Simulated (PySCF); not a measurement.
Species: C₄H₂N₂Se.
Atom-mapped SMILES: `[CH:1]#[C:2][c:3]1[cH:4][n:5][se:6][n:7]1` (hydrogens: H8 on C1; H9 on C4)

Structure used (GFN2-xTB), in Å, numbered top down from 1:
```xyz
9
C4H2N2Se angstrom
C      2.4280    0.4488    0.2286
C      1.2488    0.2237    0.2642
C     -0.1344   -0.0399    0.2834
C     -0.9405   -0.1302   -0.8914
N     -2.2012   -0.3811   -0.6841
Se    -2.4848   -0.5291    1.0593
N     -0.7899   -0.2257    1.4113
H      3.4583    0.6454    0.1989
H     -0.5706   -0.0058   -1.8955
```

PySCF, density fitting, gas phase, GFN2-xTB geometry. The standard run uses grid level 2 after a coarse-grid start, the def2-universal JK fitting basis (with tight functions added where the orbital basis needs them), an energy threshold of 1e-9 Eh and DIIS. The changed runs have no coarse-grid stage.

Task: Standard PBE0/def2-SVPD: E = -2663.516021 Eh, HOMO -7.396 eV, LUMO -2.175 eV, dipole 0.788 D, 13 cycles (coarse-grid cycles included). What changes at PBE0/def2-SVPD with: energy threshold 1e-07 Eh?

Result: E = -2663.516021 Eh (0.000 mEh), HOMO -7.396 eV (0.000), LUMO -2.175 eV (0.000), dipole 0.788 D (0.000), 10 SCF cycles. The result matches the standard run within 0.02 mEh and 0.003 eV; such settings steer the iterations and don't enter the energy expression.

The cycles:
```
cycle   1  E = -2663.4728687566  dE =  4.693e-01  |g| = 4.278e-01  |ddm| = 1.237e+01
cycle   2  E = -2663.4490275435  dE =  2.384e-02  |g| = 5.377e-01  |ddm| = 2.582e+00
cycle   3  E = -2663.5142437146  dE = -6.522e-02  |g| = 8.344e-02  |ddm| = 1.109e+00
cycle   4  E = -2663.5156721380  dE = -1.428e-03  |g| = 3.659e-02  |ddm| = 2.392e-01
cycle   5  E = -2663.5159661690  dE = -2.940e-04  |g| = 1.501e-02  |ddm| = 9.146e-02
cycle   6  E = -2663.5160105595  dE = -4.439e-05  |g| = 6.487e-03  |ddm| = 3.370e-02
cycle   7  E = -2663.5160209264  dE = -1.037e-05  |g| = 1.067e-03  |ddm| = 1.233e-02
cycle   8  E = -2663.5160211393  dE = -2.129e-07  |g| = 6.442e-04  |ddm| = 2.435e-03
cycle   9  E = -2663.5160212449  dE = -1.056e-07  |g| = 1.997e-04  |ddm| = 1.182e-03
cycle  10  E = -2663.5160212545  dE = -9.638e-09  |g| = 5.602e-05  |ddm| = 4.394e-04
```
